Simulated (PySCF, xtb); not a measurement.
Si(Cl)(I)2(Me) (CH3ClI2Si), SMILES C[Si](Cl)(I)I.

The structure is a stationary point at PBE0-D3(BJ)/def2-SVP. The def2 effective core potentials stand for the cores of I; spin–orbit coupling is left out.

Computed with IEF-PCM-PBE0/def2-SVP (PySCF).

The values are the electrostatic part of the solvation free energy, E(continuum) − E(gas) at the gas-phase geometry, in a cavity of scaled van der Waals radii (PySCF's table); cavitation and dispersion terms are not included. In vacuum the orbital gap is 6.21 eV. The dipole moment in vacuum is 1.88 D.

```tsv
solvent	ε	ΔG(elec) (kcal/mol)	dipole (D)	gap (eV)
water	78.36	-2.5	2.54	6.29
dimethylsulfoxide	46.83	-2.5	2.52	6.29
acetone	20.49	-2.4	2.49	6.28
```

For comparison, GFN2-xTB/ALPB(water) (xtb, at the GFN2-xTB geometry, all terms of that model) gives -3.2 kcal/mol.
